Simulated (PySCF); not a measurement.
Te(H)(Et) (C2H6Te), SMILES C(C)[TeH]. Coordinates come from a B3LYP-D3(BJ)/def2-SVP optimisation. The def2 effective core potentials stand for the cores of Te; spin–orbit coupling is left out.

Computed with B3LYP-D3(BJ)/def2-SVP (PySCF).

Harmonic wavenumbers (cm⁻¹): 136, 246, 256, 479, 600, 753, 970, 990, 1063, 1219, 1247, 1395, 1450, 1463, 1471, 2095, 3019, 3073, 3098, 3118, 3144. Rotational constants (GHz): 25.62, 2.788, 2.654; symmetry number 1.

**Question.** Work out the zero-point energy and the ideal-gas rigid-rotor harmonic-oscillator thermochemistry at 298.15 K and 1 atm.

**Answer.** ZPE = ½ Σ hcν = ½ × 31285 cm⁻¹ = 187.13 kJ/mol. H − E(el) = 203.07 kJ/mol. Entropy in J/(mol K): translation 171.86, rotation 104.36, vibration 34.00, total 310.22. G − E(el) = 110.58 kJ/mol. Cp = 76.58 J/(mol K). Modes under 150 cm⁻¹ make the vibrational entropy uncertain.
